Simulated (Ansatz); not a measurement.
`C[SiH2]B[SiH3]` + H–F → `F[SiH2]B[SiH3]` + CH₄  (ligand exchange at the Si–C bond)

Calculated with Ansatz (gas phase, PBE0-D4/def2-TZVP geometries, no zero-point term in ΔE). CBS: MP2 limit from def2 TZ/QZ plus the TZ coupled-cluster correction, frozen cores. This one scheme is used for every species. DFT in def2-TZVPP. B3LYP here is the variant with VWN-RPA as its local correlation; programs differ in this. Each species was taken in one conformer, which may not be the lowest.

```json
{"level": "r2SCAN-D4", "ΔE (kJ/mol)": "-139.6", "difference from CCSD(T)/CBS": "-6.3"}
{"level": "PBE0-D4", "ΔE (kJ/mol)": "-126.9", "difference from CCSD(T)/CBS": "6.4"}
{"level": "B3LYP-D4", "ΔE (kJ/mol)": "-141.4", "difference from CCSD(T)/CBS": "-8.1"}
{"level": "ωB97X-V", "ΔE (kJ/mol)": "-138.8", "difference from CCSD(T)/CBS": "-5.5"}
{"level": "ωB97M-V", "ΔE (kJ/mol)": "-137.4", "difference from CCSD(T)/CBS": "-4.1"}
{"level": "B2PLYP", "ΔE (kJ/mol)": "-145.4", "difference from CCSD(T)/CBS": "-12.1"}
{"level": "r2SCAN", "ΔE (kJ/mol)": "-141.1", "difference from CCSD(T)/CBS": "-7.8"}
{"level": "HF/def2-TZVPP", "ΔE (kJ/mol)": "-161.6", "difference from CCSD(T)/CBS": "-28.3"}
{"level": "MP2/def2-TZVPP", "ΔE (kJ/mol)": "-133.4", "difference from CCSD(T)/CBS": "-0.1"}
{"level": "SCS-MP2/def2-TZVPP", "ΔE (kJ/mol)": "-140.6", "difference from CCSD(T)/CBS": "-7.3"}
{"level": "CCSD/def2-TZVPP", "ΔE (kJ/mol)": "-137.2", "difference from CCSD(T)/CBS": "-3.9"}
{"level": "CCSD(T)/def2-TZVPP", "ΔE (kJ/mol)": "-133.7", "difference from CCSD(T)/CBS": "-0.4"}
{"level": "HF/def2-QZVPP", "ΔE (kJ/mol)": "-163.3", "difference from CCSD(T)/CBS": "-30.0"}
{"level": "SCS-MP2/def2-QZVPP", "ΔE (kJ/mol)": "-140.8", "difference from CCSD(T)/CBS": "-7.5"}
{"level": "MP2/CBS(def2)", "ΔE (kJ/mol)": "-133.0", "difference from CCSD(T)/CBS": "0.3"}
{"level": "CCSD/CBS(def2)", "ΔE (kJ/mol)": "-136.8", "difference from CCSD(T)/CBS": "-3.5"}
{"level": "CCSD(T)/CBS", "ΔE (kJ/mol)": "-133.3", "difference from CCSD(T)/CBS": "0"}
```

Largest T1 diagnostic among the species: 0.013.

In def2-TZVPP, CCSD(T) changes the Hartree–Fock value by +27.9 kJ/mol (the triples alone add +3.5 kJ/mol) and MP2 by +28.2 kJ/mol. The D4 term adds +8.0 kJ/mol with B3LYP and +4.6 kJ/mol with PBE0; it sums over pairs of atoms, weighted by their polarisabilities, and B3LYP, whose exchange is more repulsive, gets the larger term.
